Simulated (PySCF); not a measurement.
Order these species by their calculated properties.

All species are isolated and taken at one optimised geometry, non-relativistic unless stated; the electronic structure was computed with PySCF and density fitting.

Dipoles, sizes and rotational constants follow the conformer. The torsions of the flexible species, by atom-mapped SMILES:
- `[CH3:1][Si:2]([CH3:3])([CH2:4][F:5])[O:6][SiH2:7][F:8]`: C1–Si2–C4–F5 -65°, C1–Si2–O6–Si7 -25°, Si2–O6–Si7–F8 -23°
- `[CH3:1][O:2][CH2:3][C@H:4]([CH2:5][F:6])[O:7][SiH3:8]`: C1–O2–C3–C4 -179°, O2–C3–C4–C5 -59°, C3–C4–C5–F6 165°, C3–C4–O7–Si8 -173°
- `[CH3:1][O:2][SiH:3]([O:4][CH3:5])[C@H:6]([CH3:7])[F:8]`: C1–O2–Si3–O4 -173°, O2–Si3–O4–C5 -55°, O2–Si3–C6–C7 -178°
- `[CH3:1][C:2]([CH3:3])([CH3:4])[S:5][SiH2:6][C:7]([F:8])([F:9])[F:10]`: C1–C2–S5–Si6 53°, C2–S5–Si6–C7 175°, S5–Si6–C7–F8 60°
- `[CH3:1][O:2][C@@H:3]([F:4])[SiH2:5][SiH2:6][CH2:7][F:8]`: C1–O2–C3–F4 67°, O2–C3–Si5–Si6 51°, C3–Si5–Si6–C7 21°, Si5–Si6–C7–F8 43°
- `[CH:1]1=[CH:2][CH2:3][CH2:4][C:5]([c:6]2[cH:7][cH:8][cH:9][o:10]2)=[CH:11]1`: C4–C5–C6–C7 0°
- `[CH3:1][CH2:2][CH2:3][CH2:4][P:5]([CH3:6])[CH2:7][C:8]#[N:9]`: C1–C2–C3–C4 179°, C2–C3–C4–P5 -175°, C3–C4–P5–C6 -79°, C4–P5–C7–C8 168°
- `[CH3:1][C:2]([CH3:3])([CH3:4])[PH:5][CH2:6][CH2:7][C:8]#[N:9]`: C1–C2–P5–C6 -49°, C2–P5–C6–C7 173°, P5–C6–C7–C8 178°
- `[F:1][CH2:2][CH2:3][C@H:4]([SiH3:5])[O:6][SiH2:7][F:8]`: F1–C2–C3–C4 65°, C2–C3–C4–Si5 -164°, C3–C4–O6–Si7 -60°, C4–O6–Si7–F8 74°

The conformers of `N=[P@]12CCC[C@H]1CCC2`, `CCN(C)P1CC=CC1` and `CN=[P@]12CC[C@H](CC1)C2` aren't listed.

Question: Rank by HOMO energy, highest first (PBE0/pcSseg-1 at GFN2-xTB geometries).
A. `N=[P@]12CCC[C@H]1CCC2`
B. `COC[C@H](CF)O[SiH3]`
C. `CN=[P@]12CC[C@H](CC1)C2`
D. `CC(C)(C)S[SiH2]C(F)(F)F`
E. `C[Si](C)(CF)O[SiH2]F`
F. `CO[SiH](OC)[C@H](C)F`
G. `CCN(C)P1CC=CC1`
H. `c1ccc2ccccc2c1`

Answer: C (-5.71 eV), A (-5.97 eV), G (-6.23 eV), H (-6.38 eV), D (-7.31 eV), F (-7.61 eV), B (-7.73 eV), E (-7.99 eV).

Question: Rank by smallest rotational constant, highest first (GFN2-xTB).
A. `CCCCP(C)CC#N`
B. `CO[C@@H](F)[SiH2][SiH2]CF`
C. `C1=CC=C2C=CC=CC2=C1`
D. `C1=CCCC(C2=CC=CO2)=C1`
E. `CO[SiH](OC)[C@H](C)F`
F. `C[Si](C)(CF)O[SiH2]F`

Answer: C (0.896 GHz), E (0.845 GHz), B (0.750 GHz), F (0.698 GHz), D (0.576 GHz), A (0.458 GHz).

Q: Give the two extremes of that set in cm⁻¹.

A: `CCCCP(C)CC#N`: 0.0153 cm⁻¹; `c1ccc2ccccc2c1`: 0.0299 cm⁻¹.

Question: Rank by HOMO–LUMO gap, lowest first (PBE0/pcSseg-1 at GFN2-xTB geometries).
A. `c1ccc2ccccc2c1`
B. `CN=[P@]12CC[C@H](CC1)C2`
C. `COC[C@@H](O[SiH3])CF`
D. `CC(C)(C)PCCC#N`
E. `CO[SiH](OC)[C@H](C)F`
F. `CCN(C)P1CC=CC1`
G. `N=[P@]12CCC[C@H]1CCC2`
H. `CO[C@@H](F)[SiH2][SiH2]CF`

Answer: A (5.19 eV), B (6.63 eV), F (6.77 eV), G (7.05 eV), D (7.44 eV), H (7.72 eV), C (8.27 eV), E (8.72 eV).

Question: Rank by dipole moment, highest first (PBE0/pcSseg-1 at GFN2-xTB geometries).
A. `CO[SiH](OC)[C@H](C)F`
B. `C([C@H](O[SiH3])COC)F`
C. `C[Si](C)(CF)O[SiH2]F`
D. `c1ccc2c(c1)cccc2`
E. `FCC[C@H]([SiH3])O[SiH2]F`
F. `CC(C)(C)S[SiH2]C(F)(F)F`
G. `C1=CCCC(c2ccco2)=C1`
H. `CCCCP(C)CC#N`

Answer: H (4.92 D), F (4.56 D), B (2.31 D), C (1.99 D), A (1.44 D), G (0.95 D), E (0.64 D), D (0.00 D).

Q: By how much do the two ends of that ranking differ?

A: By 4.92 D, between `CCCCP(C)CC#N` and `c1ccc2ccccc2c1`.
